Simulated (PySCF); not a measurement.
**Er: ionisation energy**

Er [Xe] 4f12 6s2 (high-spin determinant) → Er+ [Xe] 4f12 6s1 (high-spin determinant), as a difference of total energies. Computed with PySCF 2.14 in cc-pVDZ-X2C, with the spin-free X2C one-electron Hamiltonian (Gaussian nucleus). Correlated levels: valence: [Kr] 4d10 frozen. The calculations carry no spin-orbit coupling.

```
           method  ionisation energy (eV)  error (eV)
              UHF                   5.006      -1.102
    MP2 (valence)                   5.991      -0.117
SCS-MP2 (valence)                   5.998      -0.110
   CCSD (valence)                   5.918      -0.190
CCSD(T) (valence)                   6.019      -0.089
```

Reference: 6.108 eV (measured; NIST Atomic Spectra Database, ionization energies).

Errors of the correlated levels include the incompleteness of this basis and the frozen core.

The determinant of Er and of Er+ mixes LS terms, which raises its energy above the lowest term, most at the Hartree-Fock and MP2 levels.
